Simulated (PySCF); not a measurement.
C₂H₆Cl₂Si, charge +1, doublet, at a GFN2-xTB geometry (a state made from the parent by changing its charge; the spin is typed, not shown lowest); TPSS/3-21G (PySCF).

The PySCF input:
```python
from pyscf import gto, scf, dft

mol = gto.Mole()
mol.atom = '''
C 
Si 1 1.958869
C  2 1.958869 1 97.179735
Cl 2 1.993176 3 110.407654 1 -114.951823
Cl 2 1.993176 3 110.407654 1 114.951822
H  1 1.085171 2 110.214743 3 60.797370
H  1 1.086465 6 109.784960 2 -117.364579
H  1 1.085171 6 109.996132 7 -120.910906
H  3 1.086465 2 106.792960 1 -180.000000
H  3 1.085171 9 109.784959 2 -119.480904
H  3 1.085171 10 109.996132 9 120.910906
'''
mol.basis = '3-21g'
mol.charge = 1
mol.spin = 1
mol.verbose = 5
mol.build()

mf = dft.UKS(mol)
mf.xc = 'tpss'
mf.kernel()
```

What the program printed (banner, timings and long lists left out):

```
PySCF version 2.14.0

[INPUT] verbose = 5
[INPUT] max_memory = 4000
[INPUT] num. atoms = 11
[INPUT] num. electrons = 65
[INPUT] charge = 1
[INPUT] spin (= nelec alpha-beta = 2S) = 1
[INPUT] symmetry False subgroup None
[INPUT] Mole.unit = angstrom
[INPUT] Symbol           X                Y                Z      unit          X                Y                Z       unit  Magmom
[...]
[INPUT] ---------------- BASIS SET ----------------
[INPUT] l, kappa, [nprim/nctr], expnt,             c_1 c_2 ...
[INPUT] C
[...]
                                25.9109           0.358794
                                5.53335           0.700713
[...]
                                0.770545          1.21584
[...]
                                0.770545          0.860619
[...]
[INPUT] Cl
[...]
                                207.857           0.380363
                                45.1554           0.67819
[...]
                                13.9765           0.0511338
                                3.8871            0.991337
[...]
                                0.526955          1.18252
[...]
                                13.9765           0.458682
                                3.8871            0.601962
[...]
                                0.526955          0.822321
[...]
[INPUT] H
[...]
                                0.824547          0.904691
[...]
[INPUT] Si
[...]
                                137.336           0.386229
                                29.7601           0.67238
[...]
                                8.31729           0.10741
                                2.21645           0.951446
[...]
                                0.302422          1.25165
[...]
                                8.31729           0.457578
                                2.21645           0.607427
[...]
                                0.302422          0.956883
[...]
nuclear repulsion = 363.601212692188
number of shells = 43
number of NR pGTOs = 129
number of NR cGTOs = 69
basis = 3-21g
ecp = {}

******** <class 'pyscf.dft.uks.UKS'> ********
method = UKS
initial guess = minao
damping factor = 0
level_shift factor = 0
DIIS = <class 'pyscf.scf.diis.CDIIS'>
diis_start_cycle = 1
diis_space = 8
diis_damp = 0
SCF conv_tol = 1e-09
SCF conv_tol_grad = None
SCF max_cycles = 50
direct_scf = True
direct_scf_tol = 1e-13
number electrons alpha = 33  beta = 32
XC library pyscf.dft.libxc version 7.1.2
[...]
 -7.18080123e+00 -5.40160734e+00 -3.77661990e+00 -3.77329476e+00
 -3.77316298e+00 -1.04233307e+00 -1.01055352e+00 -9.00232081e-01
 -8.74596310e-01 -6.92800266e-01 -6.23144415e-01 -6.15961483e-01
 -6.05864772e-01 -5.90109634e-01 -5.78030722e-01 -5.76217532e-01
 -5.58790928e-01 -5.22199728e-01 -5.14558941e-01 -5.06782064e-01
 -4.92239474e-01 -2.32007514e-01 -1.74067461e-01 -1.70211027e-01
 -1.12940006e-01 -7.97686923e-02 -5.80033438e-02 -4.36097242e-02
 -3.26101525e-02 -2.30405920e-02 -1.24681458e-02  8.83370669e-02
  1.07802555e-01  1.68248860e-01  2.13358148e-01  3.26780065e-01
  3.39109915e-01  3.40846897e-01  3.60197009e-01  4.61013015e-01
  4.77511602e-01  5.37975204e-01  5.50419048e-01  5.57243001e-01
  5.68449287e-01  5.70077404e-01  6.37116404e-01  7.03139871e-01
  7.03745039e-01  8.43454345e-01  8.58872411e-01  8.73579432e-01
  8.80913557e-01  8.83300677e-01  9.24949954e-01  1.45734034e+00
  1.57877058e+00]
  beta  mo_energy =
[-1.00515283e+02 -1.00515211e+02 -6.55342461e+01 -1.01737446e+01
 -1.01736848e+01 -9.40447438e+00 -9.40419113e+00 -7.19086068e+00
 -7.19071418e+00 -7.18226527e+00 -7.18205036e+00 -7.18027812e+00
 -7.18021195e+00 -5.40139664e+00 -3.77666273e+00 -3.77338503e+00
 -3.77198434e+00 -1.03683038e+00 -1.00453895e+00 -8.86543201e-01
 -8.61079757e-01 -6.86397363e-01 -6.20207555e-01 -6.08053190e-01
 -5.98474755e-01 -5.86653142e-01 -5.73930374e-01 -5.70121697e-01
 -5.45297374e-01 -5.08836725e-01 -5.06572752e-01 -5.04051826e-01
 -4.63801701e-01 -2.26881900e-01 -1.69064012e-01 -1.63614918e-01
 -1.05221030e-01 -7.15695618e-02 -5.25998502e-02 -3.99336990e-02
 -2.28961662e-02 -1.82572804e-02 -6.95211859e-03  9.13299616e-02
  1.08547861e-01  1.71361596e-01  2.15200360e-01  3.33933714e-01
  3.43495335e-01  3.43940481e-01  3.63502261e-01  4.63358482e-01
  4.85026336e-01  5.43759943e-01  5.53817538e-01  5.63472289e-01
  5.84427243e-01  5.89963763e-01  6.43875469e-01  7.10612813e-01
  7.10884724e-01  8.54316110e-01  8.70734565e-01  8.82961408e-01
  8.88460775e-01  8.99273776e-01  9.39138135e-01  1.47265085e+00
  1.59238455e+00]
multiplicity <S^2> = 0.75322663  2S+1 = 2.003224
nelec by numeric integration = [32.99998148 31.99997997]
E1 = -2480.090530696044  E2 = 833.3710684811484  Ecoul = 923.5190531461487  Exc = -90.1479846650003
Extra cycle  E= -1283.11824952271  delta_E= 4.88e-10  |g|= 2.86e-05  |ddm|= 6.49e-05
converged SCF energy = -1283.11824952271  <S^2> = 0.75322663  2S+1 = 2.003224
```
